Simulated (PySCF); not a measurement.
C4H6S. Atoms are numbered in the order given.

```xyz
11

C     -0.0825    -2.0986     0.0000
C      0.1029    -0.7782     0.0000
C      1.3450     0.0929     0.0000
C      0.5905     1.4448     0.0000
S     -1.0538     0.5836     0.0000
H      0.7772    -2.7743     0.0000
H     -1.0814    -2.5409     0.0000
H      1.9765    -0.0565    -0.8905
H      1.9765    -0.0565     0.8905
H      0.7383     2.0621    -0.8969
H      0.7383     2.0621     0.8969
```
Charge 0, spin multiplicity 1.

Geometry: B3LYP-D3(BJ)/def2-SVP.

Method: r2SCAN/def2-TZVP (PySCF).

ESP charges are fitted to the potential on shells at 1.4 to 2.0 van der Waals radii. Atomic charges (e):

```csv
atom,ESP fit,Mulliken
C1,-0.81,-0.37
C2,0.39,0.06
C3,-0.47,-0.14
C4,-0.03,-0.15
S5,-0.18,-0.08
H6,0.26,0.12
H7,0.29,0.13
H8,0.18,0.11
H9,0.18,0.11
H10,0.10,0.11
H11,0.10,0.11
```

Computed Mayer and Wiberg (Löwdin basis) orders of the bonds:
```
bond    Mayer  Wiberg
------  -----  ------
C1–C2    1.77    2.12
C2–C3    0.97    1.18
C3–C4    1.03    1.21
C2–S5    1.13    1.42
C4–S5    1.04    1.31
C1–H6    0.96    0.88
C1–H7    0.96    0.89
C3–H8    0.95    0.85
C3–H9    0.95    0.85
C4–H10   0.96    0.90
C4–H11   0.96    0.90
```
